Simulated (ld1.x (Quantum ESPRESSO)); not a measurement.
**What one change does to a pseudopotential (Xe, RRKJ)**

```json
{
  "Element": "xenon",
  "Generator": "ld1.x (Quantum ESPRESSO) 7.5",
  "Type": "norm-conserving RRKJ (Kleinman–Bylander form)",
  "Functional": "PBEsol",
  "Relativity": "scalar-relativistic",
  "Frozen core": "[Kr]",
  "Valence charge": "18",
  "Reference configuration": "4d10 5s2 5p6",
  "Partial waves": "5p (bound): rc 1.50 bohr; 4d (bound): rc 1.20 bohr; 5s (bound): rc 1.45 bohr",
  "Local potential": "the s channel",
  "Core correction": "Bessel-smoothed model core, default radius (core density twice the valence density)"
}
```

Change: core correction Bessel-smoothed model core inside 0.86 bohr.

Cutoffs: the cutoffs (Ry, on a coarse ladder) from which the occupation-weighted sum of valence levels, in a spherical-Bessel basis at the reference potential, stays within 10 and 1 mRy of its value at 400 Ry; they do not see the model core or the augmentation charge, which bear on the density cutoff. Errors are all-electron minus pseudo energies relative to the spin-unpolarised reference configuration.

Task: Predict the effect on cutoff, ghosts and configuration errors.

Result: The potential gets neither clearly harder nor softer (110 Ry and 140 Ry → 110 Ry and 140 Ry); the errors of the 7 common tests hardly move; neither file shows a bound ghost. The default core radius of the base comes out at 0.53 bohr. A wider model core is smoother and lowers the density cutoff, which this test does not measure.

```csv
quantity,base,changed
"cutoff, loose",110 Ry,110 Ry
"cutoff, tight",140 Ry,140 Ry
bound ghosts,none,none
"error for 4d10 5s2 5p5, meV [ΔE 12.55 eV]",-1.1,-1.2
"error for 4d10 5s2 5p4, meV [ΔE 34.33 eV]",+3.4,+3.3
"error for 4d10 5s2 5p3, meV [ΔE 66.10 eV]",+17,+17
"error for 4d10 5s2 5p5.5, meV [ΔE 5.18 eV]",-1.0,-1.1
"error for 4d9 5s2 5p6, meV [ΔE 67.65 eV]",-335,-337
"error for 4d10 5s1 5p6, meV [ΔE 24.73 eV]",+1.3,+1.2
"error for 4d10 5s2 5p2, meV [ΔE 108.49 eV]",+41,+41
s: phases at 1.66 bohr within 0.05 rad from the reference energy up to (Ry; the scan ends near 5),2.5,2.5
p: phases at 1.66 bohr within 0.05 rad from the reference energy up to (Ry; the scan ends near 5),to the end of the scan,to the end of the scan
d: phases at 1.66 bohr within 0.05 rad from the reference energy up to (Ry; the scan ends near 5),-0.5,-0.5
```
